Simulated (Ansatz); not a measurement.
Stepwise reaction of `[OH][In]([SH])[SH]` with hydrogen fluoride, as a gas-phase model of exchange steps in deposition or etching. ΔE in kJ/mol.

Program: Ansatz. Geometries: PBE0-D4/def2-TZVP. ΔE: electronic, gas phase. CCSD(T)/CBS adds triple-zeta CCSD(T) − MP2 to the extrapolated MP2 energy (def2 sets, frozen cores). This one scheme is used for every species. DFT in def2-TZVPP. B3LYP here is the variant with VWN-RPA as its local correlation; programs differ in this. Elements past krypton have def2 core potentials. For In outer-core shells are correlated without core-valence functions, which leaves a few kJ/mol of doubt a bond. Each species was taken in one conformer, which may not be the lowest.

```csv
step,reaction,PBE-D4,B3LYP-D4,ωB97M-V,CCSD(T)/CBS
2,`[OH][In]([F])[SH]` + H–F → `[OH][In]([F])[F]` + H₂S,49.9,46.7,47.3,53.0
```

Give the row of step 1, `[OH][In]([SH])[SH]` + H–F → `[OH][In]([F])[SH]` + H₂S. (Estimate.)

Ansatz gave: 
```csv
step,reaction,PBE-D4,B3LYP-D4,ωB97M-V,CCSD(T)/CBS
1,`[OH][In]([SH])[SH]` + H–F → `[OH][In]([F])[SH]` + H₂S,30.7,27.2,28.5,35.5
```

By hand: ΔE of the 2 steps together at CCSD(T)/CBS.

(35.5) + (53.0) = 88.5 kJ/mol, or 44.2 kJ/mol a step.

In ΔE each step is higher than the one before. All are uphill at CCSD(T)/CBS. PBE-D4 differs from CCSD(T)/CBS by -4.8 to -3.1 kJ/mol a step. Isolated molecules leave out the surface, adducts and barriers. Largest T1 diagnostic: 0.018.
